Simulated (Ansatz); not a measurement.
The same hydrogenolysis along the group B, Al, Ga, In.

Computed with Ansatz on PBE0-D4/def2-TZVP structures; ΔE is electronic, products minus reactants. CCSD(T)/CBS is the MP2 limit (def2-TZVPP, def2-QZVPP) plus CCSD(T) − MP2 in def2-TZVPP, frozen cores. Small cases extrapolate CCSD(T) itself. For Ga outer-core shells are correlated without core-valence functions, which leaves a few kJ/mol of doubt a bond. Scalar relativity is left out up to krypton.

Problem. Order these by ΔE at CCSD(T)/CBS, lowest first. (Best estimate.)
A. `ClBCl` + H₂ → `BCl` + HCl
B. `[Cl][GaH][Cl]` + H₂ → `[Cl][GaH2]` + HCl
C. `[Cl][AlH][Cl]` + H₂ → `[AlH2][Cl]` + HCl

Solution. A (+70.8 kJ/mol), B (+101.6 kJ/mol), C (+149.4 kJ/mol).

Largest T1 diagnostic: 0.012, for `[Cl][GaH2]`.

Extrapolated directly: `ClBCl` + H₂ → `BCl` + HCl; `[Cl][AlH][Cl]` + H₂ → `[AlH2][Cl]` + HCl.
